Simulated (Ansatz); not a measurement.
Computed with Ansatz.

A structure relaxed at PBE0-D4/def2-TZVP, charge 0, multiplicity 1:

Cartesian coordinates in Å:
```
C 1.3291 0.8730 -0.9756
Si 0.2108 -0.3619 -0.1394
O -0.3507 -1.5132 -1.1808
Si -1.7009 0.5866 0.8166
S 1.4410 -1.2291 1.3949
H 0.8123 1.3381 -1.8186
H 2.2335 0.3890 -1.3547
H 1.6300 1.6592 -0.2793
H 0.2867 -2.1528 -1.5063
H -2.6494 1.0855 -0.2165
H -1.3013 1.7285 1.6833
H -2.3963 -0.4263 1.6566
H 0.4554 -1.9767 1.9196
```

(1) Give its formula and SMILES.

(2) Point group (tolerance 0.08 Å, 0.16 Å for H)?

(3) Summarise the bond lengths by kind.

Answers

(1) CH8OSSi2, `C[Si](O)([SiH3])S`.

(2) C1.

(3) 1 × C–Si 1.864 Å; 3 × C–H 1.092 to 1.094 Å; 1 × O–Si 1.651 Å; 1 × Si–Si 2.338 Å; 1 × S–Si 2.149 Å; 1 × H–O 0.960 Å; 3 × H–Si 1.488 to 1.489 Å; 1 × H–S 1.344 Å.
